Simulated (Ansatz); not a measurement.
`[OH][Al]([Br])[Br]` + NH₃ → `[NH2][Al]([OH])[Br]` + HBr at 700 K and 1 bar (ligand exchange at the Al–Br bond).

Program: Ansatz. Geometries: PBE0-D4/def2-TZVP. ΔE: electronic, gas phase. CCSD(T)/CBS is the MP2 limit (def2-TZVPP, def2-QZVPP) plus CCSD(T) − MP2 in def2-TZVPP, frozen cores. This one scheme is used for every species. For Br outer-core shells are correlated without core-valence functions, which leaves a few kJ/mol of doubt a bond. Scalar relativity is left out up to krypton. Each species was taken in one conformer, which may not be the lowest.

| species | CCSD(T)/CBS energy (Eh) | H − E (kJ/mol) | S (J/(mol·K)) |
| --- | --- | --- | --- |
| `[OH][Al]([Br])[Br]` | -5464.62977 | 97.0 | 423.2 |
| NH₃ | -56.50880 | 116.9 | 226.5 |
| `[NH2][Al]([OH])[Br]` | -2947.19216 | 170.8 | 431.7 |
| HBr | -2573.91920 | 36.5 | 223.7 |

H − E and S are ideal-gas, rigid-rotor, harmonic terms from PBE0-D4/def2-TZVP, for one conformer and one mirror image of each species. 1 Eh = 2625.50 kJ/mol, R = 8.31446 J/(mol·K).

Q: By hand: ΔE, ΔH, ΔS and ΔG.

A: ΔE = (-2947.19216) + (-2573.91920) − (-5464.62977) − (-56.50880) = 0.02721 Eh = 71.4 kJ/mol. Δ(H − E) = 170.8 + 36.5 − 97.0 − 116.9 = -6.6, so ΔH = 64.8 kJ/mol. ΔS = 431.7 + 223.7 − 423.2 − 226.5 = 5.7 J/(mol·K). ΔG = 64.8 − 700 × (5.7)/1000 = 60.8 kJ/mol.

Q: By hand: the equilibrium constant, and the temperature at which ΔG would vanish if ΔH and ΔS stayed fixed.

A: log₁₀ K = −ΔG/(RT ln 10) = -4.5. ΔG = 0 at ΔH/ΔS = 11368 K, far beyond where these terms or the molecules hold.

The number of gas molecules stays the same, so ΔS is small and ΔH decides. A doubt of 5 kJ/mol in ΔE shifts log₁₀ K by 0.4 here. Other conformers and mirror images would add mixing entropy, several J/(mol·K) or more a flexible species. These are equilibria of isolated gas molecules and say nothing of rates. Largest T1 diagnostic: 0.009 (customary marks: 0.02 for closed shells, 0.045 for open ones).
